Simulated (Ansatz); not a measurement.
Start from `F[Si](S)(S)S` and change one atom or group to get `S[Si](S)(S)S`.

Ansatz, PBE0-D4/def2-TZVP geometries, multiplicity 1. Each molecule was computed in one conformer, which needn't be the lowest.

```
                                          property  `F[Si](S)(S)S`
                 HOMO energy (PBE/def2-TZVPP) / eV           -6.76
                HOMO energy (PBE0/def2-TZVPP) / eV           -8.02
    size of the dipole moment (PBE/def2-TZVPP) / D            0.53
    zero-point energy (PBE0-D4/def2-TZVP) / kJ/mol            86.5
size of the dipole moment (ωB97M-V/def2-TZVPP) / D            0.50
               HOMO energy (B3LYP/def2-TZVPP) / eV           -7.75
```

Q: What does the change do to each property? (Best estimate.)

A: The calculation gave: 
```json
{"property": "HOMO energy (PBE/def2-TZVPP) / eV", "`S[Si](S)(S)S`": "-6.39", "shift": "0.37"}
{"property": "HOMO energy (PBE0/def2-TZVPP) / eV", "`S[Si](S)(S)S`": "-7.61", "shift": "0.41"}
{"property": "size of the dipole moment (PBE/def2-TZVPP) / D", "`S[Si](S)(S)S`": "0.00", "shift": "-0.53"}
{"property": "zero-point energy (PBE0-D4/def2-TZVP) / kJ/mol", "`S[Si](S)(S)S`": "104.9", "shift": "18.4"}
{"property": "size of the dipole moment (ωB97M-V/def2-TZVPP) / D", "`S[Si](S)(S)S`": "0.00", "shift": "-0.50"}
{"property": "HOMO energy (B3LYP/def2-TZVPP) / eV", "`S[Si](S)(S)S`": "-7.35", "shift": "0.40"}
```

With PBE0 the HOMO rises by 0.41 eV and the LUMO falls by 0.41 eV, so the gap narrows by about 0.82 eV. PBE moves the HOMO by 0.37 eV and ωB97M-V by 0.44 eV. The zero-point energy changes by 18.4 kJ/mol with +3 modes.

B3LYP here is the variant with VWN-RPA as its local correlation; programs differ in this.
